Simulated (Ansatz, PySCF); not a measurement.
digallium oxide (Ga2O), SMILES [Ga][O][Ga] (connectivity only; charge and spin as stated), neutral, multiplicity 1.

Geometry: PBE0-D3(BJ)/def2-TZVP.

Vertical ionisation energy (IE) and electron affinity (EA) in eV. Rows of orbital energies are one-electron estimates. Where ΔSCF, EOM or ADC give a negative EA the extra electron is unbound and the value depends on the basis.

```
level                                                                        IE     EA
-------------------------------------------------------------------------  ----  -----
−ε(HOMO), −ε(LUMO), B3LYP/def2-TZVPD (PySCF)                               6.21   1.31
−ε(HOMO), −ε(LUMO), PBE/def2-TZVPD (PySCF)                                 5.41   1.83
ADC(2)/aug-cc-pVDZ (PySCF)                                                 7.72  -0.43
ΔSCF, CAM-B3LYP/def2-TZVPD (Ansatz), final states of multiplicity 2 and 2  8.48  -0.48
ΔSCF, PBE/def2-TZVPD (Ansatz), final states of multiplicity 2 and 2        8.08  -0.19
```

Task: What vertical singlet–triplet gap does ΔSCF give with CAM-B3LYP/def2-TZVPD (Ansatz, a program for electronic structure) and with PBE/def2-TZVPD (Ansatz)? (Estimate from the structure and the level; the computed values follow.)

Result: 3.67 and 3.24 eV (triplet above singlet where positive).

Task: Beyond the first one, list the lowest photoelectron lines from PySCF 2.14.0 with ADC(2)/aug-cc-pVDZ with their pole strengths (two spins summed). (Estimate from the structure and the level; the computed values follow.)

Result: 8.88 eV (1.63), 8.88 eV (1.63), 9.86 eV (1.87), 13.32 eV (1.67).
